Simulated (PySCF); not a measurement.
These 4 structures share the formula C3H10Si. Theory: PBE0-D3(BJ)/def2-SVP geometry optimisation, gas phase (PySCF 2.14.0). One conformer each; no zero-point energy, no entropy. No frequencies were run at this level. Point groups hold within 0.08 Å.

Question: Order them by energy at this level, lowest first, and give relative energies in kcal/mol.
A. `CC(C)[SiH3]`
B. trimethylsilane (`C[SiH](C)C`)
C. `[CH3:1][CH2:2][CH2:3][SiH3:4]` with C1–C2–C3–Si4 -179°
D. `[CH3:1][CH2:2][SiH2:3][CH3:4]` with C1–C2–Si3–C4 -177°

Answer: B (0.0), D (11.2), C (19.3), A (20.2).

Neighbours under 2.5 kcal/mol apart (CCC[SiH3] and CC(C)[SiH3]) can change places with a better method, another conformer or zero-point energy.

```tsv
SMILES	E (Eh)	E rel (kcal/mol)	dipole (D)	point group	A, B, C (MHz)
C[SiH](C)C	-409.41461	0.0	0.61	C3v	5281, 5275, 3124
CC[SiH2]C	-409.39682	11.2	0.83	near Cs	14987, 2672, 2436
CCC[SiH3]	-409.38388	19.3	0.87	Cs	20174, 2235, 2143
CC(C)[SiH3]	-409.38235	20.2	0.86	Cs	7382, 4115, 2971
```

Question: How do the relative energies change in single points at wB97X-D/pcSseg-2 (no added dispersion term) on the same geometries?

Answer: 
| SMILES | PBE0-D3(BJ)/def2-SVP (kcal/mol) | wB97X-D/pcSseg-2 (kcal/mol) | shift |
| --- | --- | --- | --- |
| C[SiH](C)C | 0.0 | 0.0 | 0.0 |
| CC[SiH2]C | 11.2 | 13.2 | +2.0 |
| CCC[SiH3] | 19.3 | 23.3 | +4.0 |
| CC(C)[SiH3] | 20.2 | 24.8 | +4.6 |

Each column counts from its own lowest isomer. The order is unchanged; the largest shift is 4.6 kcal/mol.
